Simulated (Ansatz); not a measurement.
Process, species as SMILES: [BH]F (BH-F) → B atom + F atom + H atom
B3LYP-D3(BJ)/def2-TZVP geometries, fixed; electronic energies without zero-point terms.

Energies in hartree at B3LYP with Ansatz (a quantum-chemistry and plane-wave program); the atomisation energy is their sum with the coefficients shown, times 627.509 kcal/mol a hartree. All functions are spherical. The program fits the integrals of some runs and decomposes those of others, by size. Open shells are unrestricted. No added dispersion term, no relativity.

| species | coefficient | part | cc-pVDZ | cc-pVTZ | cc-pVQZ |
|---|---|---|---|---|---|
| [BH]F (BH-F) | -1 | B3LYP | -125.25595 | -125.30618 | -125.31734 |
| B atom | +1 | B3LYP | -24.66087 | -24.66376 | -24.66479 |
| F atom | +1 | B3LYP | -99.72660 | -99.76286 | -99.77252 |
| H atom | +1 | B3LYP | -0.50126 | -0.50216 | -0.50235 |

### Question
Predict the atomisation energy in cc-pV5Z (X = 5): let each B3LYP step shrink by the ratio of the last two. Compare with the run.

### Answer

- [BH]F (BH-F): steps -0.05023 and -0.01116, ratio 0.222, so B3LYP -125.31982 (run: -125.32082).
- B atom: steps -0.00289 and -0.00103, ratio 0.356, so B3LYP -24.66516 (run: -24.66544).
- F atom: steps -0.03626 and -0.00966, ratio 0.266, so B3LYP -99.77509 (run: -99.77582).
- H atom: steps -0.00090 and -0.00019, ratio 0.211, so B3LYP -0.50239 (run: -0.50243).
Predicted 236.68 kcal/mol; the run in cc-pV5Z gives 236.65, a miss of 0.03. Keeping the value in cc-pVQZ, 237.00, would miss by 0.35. All sums are of the energies as printed.
